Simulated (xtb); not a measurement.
Cl₂Hg, singlet, from a rough starting geometry (GFN-xTB shapes and energies of metal compounds can be far from the true ones); GFN2-xTB (xtb 6.7.1).

Input for xtb:
```
$ xtb mol.xyz --gfn 2 --opt vtight --json

# file mol.xyz
3

Hg     0.00402376     0.01357746    -0.02019516
Cl     1.67131574     0.40264515    -1.56072441
Cl    -1.66832259    -0.39062848     1.60042283
```

It wrote (shortened):

```
   ID    Z sym.   atoms
    1   80 Hg     1
    2   17 Cl     2, 3

           -------------------------------------------------
          |                Calculation Setup                |
           -------------------------------------------------

           -------------------------------------------------
          |                 G F N 2 - x T B                 |
           -------------------------------------------------

          ...................................................
          :                      SETUP                      :
          :.................................................:
          :  # basis functions                  24          :
          :  # atomic orbitals                  22          :
          :  # shells                            8          :
          :  # electrons                        16          :
          :  max. iterations                   250          :
          :  Hamiltonian                  GFN2-xTB          :
          :  restarted?                      false          :
          :  GBSA solvation                  false          :
          :  PC potential                    false          :
          :  electronic temp.          300.0000000     K    :
          :  accuracy                    1.0000000          :
          :  -> integral cutoff          0.2500000E+02      :
          :  -> integral neglect         0.1000000E-07      :
          :  -> SCF convergence          0.1000000E-05 Eh   :
          :  -> wf. convergence          0.1000000E-03 e    :
          :  Broyden damping             0.4000000          :
          :  net charge                          0          :
          :  unpaired electrons                  0          :
          ...................................................

 iter      E             dE          RMSdq      gap      omega  full diag
   1     -9.9312356 -0.993124E+01  0.158E+01    3.77       0.0  T
   2     -9.9357667 -0.453105E-02  0.108E+01    3.55       1.0  T
   3     -9.9367378 -0.971115E-03  0.103E+00    3.68       1.0  T
   4     -9.9367855 -0.477326E-04  0.618E-01    3.68       1.0  T
   5     -9.9367894 -0.388067E-05  0.136E-01    3.69       1.0  T
   6     -9.9367942 -0.483249E-05  0.507E-02    3.69       1.1  T
   7     -9.9367967 -0.244705E-05  0.716E-03    3.69       8.1  T
   8     -9.9367967 -0.288267E-07  0.314E-03    3.69      18.4  T
   9     -9.9367967 -0.152216E-08  0.104E-04    3.69     556.1  T
[...]
         :: total energy              -9.935073741891 Eh    ::
 * total energy  :    -9.9350737 Eh     change       -0.9777068E-11 Eh
 * total energy  :    -9.9354185 Eh     change       -0.3447441E-03 Eh
 * total energy  :    -9.9354267 Eh     change       -0.8186048E-05 Eh
 * total energy  :    -9.9354295 Eh     change       -0.2831736E-05 Eh
 * total energy  :    -9.9354297 Eh     change       -0.1729966E-06 Eh
 * total energy  :    -9.9354297 Eh     change       -0.7232532E-07 Eh
   *** GEOMETRY OPTIMIZATION CONVERGED AFTER 6 ITERATIONS ***
         :: total energy              -9.935429749166 Eh    ::
[...]
        17                          0.0010180               0.0277
        18                          0.0010180               0.0277
        19                          0.0012438               0.0338
       ...                                ...                  ...
        22                          0.5866122              15.9625
      -------------------------------------------------------------
                  HL-Gap            0.1450607 Eh            3.9473 eV
             Fermi-level           -0.3806499 Eh          -10.3580 eV

     #   Z          covCN         q      C6AA      α(0)
     1  80 Hg       1.634     0.297   278.923    28.976
     2  17 Cl       0.817    -0.148   103.699    15.578
     3  17 Cl       0.817    -0.148   103.698    15.578

 Mol. C6AA /au·bohr⁶  :       1370.437194
 Mol. C8AA /au·bohr⁸  :      89100.636234
 Mol. α(0) /au        :         60.131696

Wiberg/Mayer (AO) data.
largest (>0.10) Wiberg bond orders for each atom

 ---------------------------------------------------------------------------
     #   Z sym  total        # sym  WBO       # sym  WBO       # sym  WBO
 ---------------------------------------------------------------------------
     1  80 Hg   1.912 --     3 Cl   0.956     2 Cl   0.956
     2  17 Cl   1.297 --     1 Hg   0.956     3 Cl   0.341
     3  17 Cl   1.297 --     1 Hg   0.956     2 Cl   0.341
 ---------------------------------------------------------------------------

Topologies differ in total number of bonds
Writing topology from bond orders to xtbtopo.mol

molecular dipole:
                 x           y           z       tot (Debye)
 q only:       -0.002       0.000      -0.002
   full:       -0.002       0.000      -0.002       0.008
molecular quadrupole (traceless):
                xx          xy          yy          xz          yz          zz
 q only:       -1.509      -1.025       2.564       4.083       0.969      -1.055
  q+dip:       -1.696      -1.152       2.881       4.588       1.089      -1.186
   full:       -2.356      -1.601       4.004       6.377       1.514      -1.648

optimized geometry written to: xtbopt.xyz

           -------------------------------------------------
          | TOTAL ENERGY               -9.935429749166 Eh   |
          | GRADIENT NORM               0.000019957618 Eh/α |
          | HOMO-LUMO GAP               3.947303087045 eV   |
           -------------------------------------------------

normal termination of xtb
```
